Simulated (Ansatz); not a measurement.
C2H5BS, SMILES `BC(C)=S`: the same geometry under several functionals.

```yaml
crystal:
  periodic: [false, false, false]
  atoms:
    - {symbol: B, position_ang: [-0.398553, 1.195225, -0.855704]}
    - {symbol: C, position_ang: [0.069428, -0.140494, -0.274129]}
    - {symbol: C, position_ang: [0.295536, -0.883468, 0.967348]}
    - {symbol: S, position_ang: [0.285028, -0.569033, -1.832783]}
    - {symbol: H, position_ang: [-1.571193, 1.381172, -1.012457]}
    - {symbol: H, position_ang: [0.383675, 2.098206, -0.939119]}
    - {symbol: H, position_ang: [-0.642106, -0.915670, 1.533278]}
    - {symbol: H, position_ang: [0.996424, -0.318074, 1.591604]}
    - {symbol: H, position_ang: [0.670261, -1.894266, 0.804859]}
basis:
  gaussian: {orbitals: def2-TZVPP}
hamiltonian: {xc: r2scan, dispersion: d4}
output: {forces: true, orbitals: {seedname: orbitals}}
```

```sh
$ ansatz run in.yaml --threads 2 --pin off --events-out ev --progress --plain --max-ram 4352MiB
```

Output, abridged:

```
Functional definition: r2SCAN
1108 factors; their error is unknown
mean field evaluation 1: about -13648.1708 eV, gradient 8.0e1 eV
mean field evaluation 2: about -13596.8713 eV, gradient 1.5e2 eV
mean field evaluation 4: about -13664.7602 eV, gradient 1.2e1 eV
mean field evaluation 8: about -13665.1141 eV, gradient 3.2e-1 eV
mean field evaluation 16: about -13665.0902 eV, gradient 4.7e-4 eV
mean field -13665.09020478 eV, -502.1828024949 hartree, gradient 4.3e-5 eV, S^2 0.000000; 0 other end points of the search recorded, 0 dependent functions left out
reference -13665.09021720 eV, -502.1828029511 hartree; 19, 19 occupied and 186, 186 virtual orbitals, 1108 factors
Total energy: -13665.13194226 eV, -502.1843363188 hartree
Atom 0 at    -0.398553     1.195225    -0.855704 Å, force    -0.007770     0.013880     0.064878 eV/Å
Atom 1 at     0.069428    -0.140494    -0.274129 Å, force    -0.081249     0.199870     0.195229 eV/Å
Atom 2 at     0.295536    -0.883468     0.967348 Å, force     0.018902    -0.050161     0.017482 eV/Å
Atom 3 at     0.285028    -0.569033    -1.832783 Å, force     0.072642    -0.164932    -0.323699 eV/Å
Atom 4 at    -1.571193     1.381172    -1.012457 Å, force     0.031556     0.006090     0.009019 eV/Å
Atom 5 at     0.383675     2.098206    -0.939119 Å, force    -0.028225    -0.016069     0.006614 eV/Å
Atom 6 at    -0.642106    -0.915670     1.533278 Å, force     0.017427     0.009492     0.008711 eV/Å
Atom 7 at     0.996424    -0.318074     1.591604 Å, force    -0.020394    -0.004442     0.007967 eV/Å
Atom 8 at     0.670261    -1.894266     0.804859 Å, force    -0.002889     0.006272     0.013798 eV/Å
Dipole moment:     0.105716    -0.333324     0.447113 e Å
```

It took 6 s on 2 threads of an Arm Neoverse V1 on a shared host, with 0.24 GiB of host memory at the peak.

Changing it to `hamiltonian: {xc: {name: PBE-QIDH}}` and no forces (abridged; 6.5 s):

```
Functional definition: PBE-QIDH
mean field evaluation 16: about -13650.9504 eV, gradient 5.1e-4 eV
mean field -13650.95039157 eV, -501.6631739435 hartree, gradient 2.4e-6 eV, S^2 0.000000
8 core orbitals not correlated: weight in the atoms' cores, before any rotation towards them, 1.000 or more for the frozen orbitals, at most 0.000 for the correlated occupied ones
second order -19.08062323 eV of doubles, -0.00000000 eV of singles
Total energy: -13657.31061151 eV, -501.8969077152 hartree
```

The same input with `hamiltonian: {xc: {name: revPBE}, dispersion: d4}` and no forces (abridged; 2.4 s):

```
Functional definition: revPBE
mean field evaluation 16: about -13664.9726 eV, gradient 3.6e-4 eV
mean field -13664.97263997 eV, -502.1784820679 hartree, gradient 8.1e-5 eV, S^2 0.000000
Total energy: -13665.53956384 eV, -502.1993161359 hartree
```

Changing it to `hamiltonian: {xc: {name: wB97X-V}}` and no forces (abridged; 9 s):

```
Functional definition: wB97X-V
mean field evaluation 16: about -13665.0883 eV, gradient 1.1e-4 eV
mean field -13665.08828388 eV, -502.1827319032 hartree, gradient 1.9e-5 eV, S^2 0.000000
Total energy: -13665.08828183 eV, -502.1827318279 hartree
```

Changing it to `hamiltonian: {xc: {name: B2PLYP}}` and no forces (abridged; 6 s):

```
Functional definition: B2PLYP
mean field evaluation 16: about -13655.8154 eV, gradient 5.1e-4 eV
mean field -13655.81541713 eV, -501.8419603354 hartree, gradient 4.9e-6 eV, S^2 0.000000
8 core orbitals not correlated: weight in the atoms' cores, before any rotation towards them, 1.000 or more for the frozen orbitals, at most 0.000 for the correlated occupied ones
second order -20.66859705 eV of doubles, -0.00000000 eV of singles
Total energy: -13661.39609993 eV, -502.0470466457 hartree
```

The same input with `hamiltonian: {xc: pbe, dispersion: d4}` (abridged; 2.9 s):

```
Functional definition: PBE
mean field evaluation 16: about -13658.8897 eV, gradient 9.7e-3 eV
mean field -13658.88972381 eV, -501.9549390222 hartree, gradient 3.3e-5 eV, S^2 0.000000
Total energy: -13659.06610869 eV, -501.9614210469 hartree
Atom 0 force     0.014318    -0.042780     0.030475 eV/Å
Atom 1 force    -0.090665     0.204715     0.398281 eV/Å
Atom 2 force     0.003117     0.002481    -0.080463 eV/Å
Atom 3 force     0.097344    -0.203832    -0.602621 eV/Å
Atom 4 force    -0.132423     0.041301    -0.017936 eV/Å
Atom 5 force     0.075534     0.117364    -0.010290 eV/Å
Atom 6 force    -0.177154    -0.004600     0.140187 eV/Å
Atom 7 force     0.128884     0.106833     0.151694 eV/Å
Atom 8 force     0.081045    -0.221481    -0.009327 eV/Å
Dipole moment:     0.112444    -0.348538     0.416451 e Å
```
